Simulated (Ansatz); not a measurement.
Isolated molecules relaxed with PBE0-D4/def2-TZVP in Ansatz; ΔE leaves out vibrations. CCSD(T)/CBS adds triple-zeta CCSD(T) − MP2 to the extrapolated MP2 energy (def2 sets, frozen cores). This one scheme is used for every species. DFT in def2-TZVPP. For Zn outer-core shells are correlated without core-valence functions, which leaves a few kJ/mol of doubt a bond. Scalar relativity is left out up to krypton. Each species was taken in one conformer, which may not be the lowest.

Reaction (hydrogenolysis of a B–Si bond): `[F][Zn][BH][SiH3]` + H₂ → `[BH2][Zn][F]` + SiH₄

| level | ΔE (kJ/mol) |
| --- | --- |
| r2SCAN0-D4 | -27.0 |
| HF/def2-SVP | -61.6 |

Task: What does CCSD(T)/CBS give? (An estimate is asked.)

Result: Ansatz gave: -28.0 kJ/mol. The listed levels differ from it by 1.0, -33.6 kJ/mol.

Largest T1 diagnostic among the species: 0.016.

In def2-TZVPP, CCSD(T) changes the Hartree–Fock value by +28.3 kJ/mol (the triples alone add +5.1 kJ/mol) and MP2 by +27.6 kJ/mol. The D4 term adds +7.4 kJ/mol with B3LYP and +4.0 kJ/mol with PBE0; it sums over pairs of atoms, weighted by their polarisabilities, and B3LYP, whose exchange is more repulsive, gets the larger term. Leaving LDA and LC-ωPBE aside and taking each functional with its dispersion term where it has one, the values, not all of them listed here, spread over 23.9 kJ/mol, from BHLYP-D4 to revPBE-D4. LDA lies +5.0 kJ/mol from PBE without D4.

B3LYP here is the variant with VWN-RPA as its local correlation; programs differ in this.
